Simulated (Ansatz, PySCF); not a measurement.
Zn(F)(OSiH3) (FH₃OSiZn), SMILES [F][Zn][O][SiH3].

The structure is a stationary point at r2SCAN-D4/def2-SVP. The structure was generated by enumeration; whether it is a known compound was not checked. Other conformers were not sampled.

Vertical ionisation energy (IE) and electron affinity (EA) in eV. Rows of orbital energies are one-electron estimates. Where ΔSCF, EOM or ADC give a negative EA the extra electron is unbound and the value depends on the basis.

```json
[
 {"level": "−ε(HOMO), −ε(LUMO), PBE0/def2-TZVP (PySCF)", "IE": "8.63", "EA": "1.68"},
 {"level": "−ε(HOMO), −ε(LUMO), PBE/def2-TZVP (PySCF)", "IE": "7.19", "EA": "2.64"},
 {"level": "ΔSCF, PBE0/def2-SVPD (Ansatz), final states of multiplicity 2 and 2", "IE": "10.79", "EA": "0.12"},
 {"level": "ΔSCF, PBE/def2-SVPD (Ansatz), final states of multiplicity 2 and 2", "IE": "?", "EA": "?"}
]
```

### Question
Fill in the missing entries. (The exact figures need the calculation; the answer reports its results.)

### Answer

- ΔSCF, PBE/def2-SVPD (Ansatz, a first-principles code), final states of multiplicity 2 and 2, IE: 10.34
- ΔSCF, PBE/def2-SVPD (Ansatz), final states of multiplicity 2 and 2, EA: 0.26

### Question
What vertical singlet–triplet gap does ΔSCF give with PBE0/def2-SVPD (Ansatz) and with PBE/def2-SVPD (Ansatz)? (An estimate is asked for; the answer gives what the named calculation found.)

### Answer
5.46 and 4.87 eV (triplet above singlet where positive).
